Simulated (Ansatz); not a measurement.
Cost and result for the atomization energy of C2H7GeN, SMILES `N=C[CH2][GeH3]` (11 atoms, 10 bonds).

```tsv
atom	x (Å)	y (Å)	z (Å)
N1	2.202	-0.678	-0.018
C2	1.250	-0.052	-0.567
C3	0.169	0.732	0.087
Ge4	-1.520	-0.295	0.121
H5	2.173	-0.563	0.998
H6	1.188	-0.113	-1.659
H7	-0.034	1.653	-0.467
H8	0.430	0.991	1.116
H9	-1.883	-0.734	-1.306
H10	-1.336	-1.533	1.011
H11	-2.641	0.593	0.686
```

Charge 0, multiplicity 1. Correlated methods include outer-core shells of Ge, which these sets cover unevenly. Scalar relativity is left out up to krypton. Geometry: relaxed with PBE0-D4/def2-TZVP. It is one conformer, not always the lowest. Program: Ansatz. All runs use 4 threads of an Arm Neoverse V1 on a shared host. Times are those of one run each, without the atoms' runs, and a repeat can differ threefold. Electronic energies, without spin–orbit coupling; frozen cores. CCSD(T)/CBS adds CCSD(T) − MP2 in def2-TZVPP to the MP2 limit, and its time is that of the two runs behind it. T1 = 0.012. With those shells the extrapolation isn't a true limit. HSE06 is the plane-wave form, built on full-range PBE exchange.

CCSD(T)/CBS is a level of theory with its own doubt, some kJ/mol a heavy atom from the limit and from the frozen cores, so smaller differences don't rank the functionals.

```csv
level,functions,wall time,atomization (kJ/mol),difference from CCSD(T)/CBS,per bond
revPBE-D4/def2-TZVPP,239,2.3 s,3825.6,-23.3,-2.3
PBE0-D4/def2-TZVPP,239,3.3 s,3847.1,-1.8,-0.2
BHLYP-D4/def2-TZVPP,239,3.4 s,3741.8,-107.1,-10.7
HSE06-D4/def2-TZVPP,239,3.4 s,3849.1,0.2,0.0
CAM-B3LYP-D4/def2-TZVPP,239,3.8 s,3862.6,13.7,1.4
r2SCAN-D4/def2-TZVPP (with forces),239,5.5 s,3843.3,-5.6,-0.6
B2PLYP/def2-TZVPP,239,6 s,3806.6,-42.3,-4.2
PBE-QIDH/def2-TZVPP,239,6.5 s,3814.3,-34.6,-3.5
CCSD(T)/def2-SVP,109,8 s,3641.3,-207.6,-20.8
B97M-V/def2-TZVPP,239,10 s,3866.5,17.6,1.8
MP2/def2-QZVPP,470,27 s,3831.8,-17.1,-1.7
CCSD(T)/def2-TZVPP,239,3.1 min,3760.6,-88.3,-8.8
CCSD(T)/CBS(def2),–,3.6 min,3848.9,0.0,0.0
```

Leaving LDA and LC-ωPBE aside and taking each functional with its dispersion term where it has one, the values, not all of them listed here, spread over 171.9 kJ/mol, from BHLYP-D4 to PBE-D4. LDA lies +497.1 kJ/mol from PBE without D4, its usual overbinding. From r2SCAN to r2SCAN0 (25 % exact exchange), in def2-TZVPP and without D4, the atomization energy moves by −56.3 kJ/mol: exact exchange takes away binding that semilocal exchange gives to molecules. In def2-TZVPP, CCSD(T) changes the Hartree–Fock value by +1016.7 kJ/mol (the triples alone add +57.4 kJ/mol) and MP2 by +1036.1 kJ/mol; breaking electron pairs costs correlation energy, which Hartree–Fock lacks.

For some Ge, Se and Sn compounds the MP2-based and the directly extrapolated limit differ by 10 to 25 kJ/mol.
